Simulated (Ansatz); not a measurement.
GaHBr2, SMILES [Br][GaH][Br].

The structure is a stationary point at PBE0-D3(BJ)/def2-SVP.

Two levels are set side by side: PBE/def2-SVPD (Ansatz, an electronic-structure program) and PBE0/def2-SVPD (Ansatz). Energy differences of separate SCF runs at the same geometry; the states with an electron removed or added have multiplicity 2 and 2. Differences are taken from unrounded values.

```csv
quantity,PBE
vertical ionisation energy (eV),10.24
vertical electron affinity (eV),0.30
vertical singlet–triplet gap (eV),4.81
```

Q: These are the PBE values. What does PBE0 give? (An estimate is asked for; the answer gives what the named calculation found.)

A: 
```
quantity                            PBE0  PBE minus PBE0
---------------------------------  -----  --------------
vertical ionisation energy (eV)    10.62           -0.38
vertical electron affinity (eV)     0.33           -0.03
vertical singlet–triplet gap (eV)   5.22           -0.42
```
